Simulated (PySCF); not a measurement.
Cl₅Sb, charge +1, multiplicity 2. Atoms are numbered in the order given.

```xyz
6

Sb    -0.0526     0.1994     0.0000
Cl    -1.2694     0.2438     1.9556
Cl     0.8870     2.3144     0.0000
Cl    -0.2459    -2.4278     0.0000
Cl    -1.2694     0.2438    -1.9556
Cl     2.0556    -0.9725     0.0000
```
Charge +1, spin multiplicity 2.

Coordinates come from a B3LYP-D3(BJ)/def2-SVP optimisation. The spin state was assumed, not searched. The isomer is the one that the SMILES or the coordinates give; other isomers of the formula were not compared. The def2 effective core potentials stand for the cores of Sb; spin–orbit coupling is left out.

All values below come from B3LYP/def2-TZVP in PySCF.

ESP charges are fitted to the potential on shells at 1.4 to 2.0 van der Waals radii. Atomic charges (e):

```tsv
atom	ESP fit	Mulliken	Mulliken spin
Sb1	…	1.09	-0.02
Cl2	…	-0.05	-0.01
Cl3	…	-0.09	0.00
Cl4	…	0.07	0.68
Cl5	…	-0.05	-0.01
Cl6	…	0.03	0.36
```

### Question
Fill in the missing entries. (The exact figures need the calculation; the answer reports its results.)

### Answer

- Sb1, ESP fit: -0.16
- Cl2, ESP fit: 0.26
- Cl3, ESP fit: 0.20
- Cl4, ESP fit: 0.18
- Cl5, ESP fit: 0.26
- Cl6, ESP fit: 0.28
